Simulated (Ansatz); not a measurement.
Question: Name a neutral molecule of Al, C, O, S and H with HOMO energy (B3LYP/def2-TZVPP) between -7.70 and -7.40 eV and ideal-gas entropy at 298 K and 1 bar (rigid rotor, harmonic PBE0-D4/def2-TZVP) between 376 and 392 J/(mol·K) (Ansatz, PBE0-D4/def2-TZVP geometry).

Answer: `C[O][Al]([OH])[SH]` (-7.44 eV, 382 J/(mol·K)). Other molecules can fit too; these were computed, each in one conformer that needn't be the lowest.

B3LYP here is the variant with VWN-RPA as its local correlation; programs differ in this.
